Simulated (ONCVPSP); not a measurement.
# u(r) = r·R(r): atom against pseudo-atom (Eu)

Columns: radius, all-electron u(r) and pseudo u(r) of the 5p shell (level -27.06 eV) of europium in the configuration [Kr] 4d10 4f6 5s2 5p6 5d1 6s1.75 6p0.25; LDA (Perdew-Wang 92), scalar-relativistic, ONCV scheme, ONCVPSP 4.0.1.

| r (bohr) | all-electron | pseudo |
| --- | --- | --- |
| 0.128 | 0.1873 | 0.0186 |
| 0.255 | 0.1263 | 0.0723 |
| 0.382 | -0.3657 | 0.1566 |
| 0.510 | -0.4557 | 0.2653 |
| 0.638 | -0.2117 | 0.3884 |
| 0.765 | 0.1344 | 0.5142 |
| 0.893 | 0.4518 | 0.6337 |
| 1.020 | 0.6849 | 0.7352 |
| 1.148 | 0.8319 | 0.8123 |
| 1.275 | 0.9034 | 0.8591 |
| 1.402 | 0.9187 | 0.8753 |
| 1.530 | 0.8944 | 0.8626 |
| 1.658 | 0.8443 | 0.8257 |
| 1.785 | 0.7800 | 0.7713 |
| 1.912 | 0.7087 | 0.7057 |
| 2.040 | 0.6352 | 0.6346 |
| 2.168 | 0.5635 | 0.5634 |
| 2.295 | 0.4963 | 0.4963 |
| 2.422 | 0.4344 | 0.4343 |
| 2.550 | 0.3777 | 0.3777 |
| 2.678 | 0.3270 | 0.3270 |
| 2.805 | 0.2824 | 0.2824 |
| 2.932 | 0.2432 | 0.2431 |
| 3.060 | 0.2086 | 0.2085 |
| 3.188 | 0.1785 | 0.1785 |
| 3.315 | 0.1527 | 0.1526 |

How many radial nodes do the two functions have?

The all-electron 5p function has n − l − 1 = 3 (the table is too coarse to show those close to the nucleus); the pseudo-wave has 0, since the states of the same l below it are removed with the core.

At about which radius was the pseudo-wave matched?

2.20 bohr, where the columns begin to agree (steps of 0.13 bohr).

Is the pseudo-wave norm-conserving?

Yes: the ONCV scheme keeps the norm inside the radius equal to the all-electron one, which fixes the energy derivative of the logarithmic derivative at the level.
